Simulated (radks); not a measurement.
Species: Pb3+. Configuration: [Xe] 4f14 5d10 6s1. Calculated with a radial shooting solver on a logarithmic mesh with Libxc functionals: non-relativistic Kohn-Sham, Wu-Cohen GGA, spin-polarised, spherical densities, point nucleus; open shells are filled with parallel spins first (spin-orbit coupling, left out, can overturn this in heavy ions); relativity is left out, which matters for an element this heavy.

Local quantities along the radius. ELF = 1/(1 + alpha^2) is the electron localisation function; alpha = (tau - tau_W)/tau_unif compares the Pauli kinetic energy density with that of the uniform gas (summed over spins).

r (bohr)	ELF	alpha
0.001517	0.999	0.02730
0.002056	0.999	0.03076
0.002786	0.999	0.03616
0.003776	0.998	0.04505
0.005076	0.996	0.06017
0.00688	0.992	0.08974
0.009324	0.977	0.1530
0.01264	0.916	0.3037
0.01713	0.689	0.6717
0.02302	0.384	1.265
0.0312	0.367	1.312
0.04229	0.613	0.7942
0.05731	0.709	0.6409
0.07706	0.505	0.9905
0.1044	0.395	1.238
0.1415	0.651	0.7330
0.1918	0.582	0.8481
0.26	0.306	1.506
0.3495	0.652	0.7300
0.4737	0.670	0.7011
0.642	0.286	1.582
0.8701	0.553	0.8997
1.17	0.715	0.6311
1.585	0.464	1.075
2.149	0.236	1.800
2.912	0.258	1.694
3.946	0.314	1.477
5.306	0.181	2.125

On this mesh the ELF has minima near r = 0.027, 0.090, 0.26, 0.64, 2.5 bohr, which separate the shells, and maxima near 0.057 (0.71), 0.16 (0.69), 0.41 (0.73), 1.2 (0.72), 3.9 (0.31).
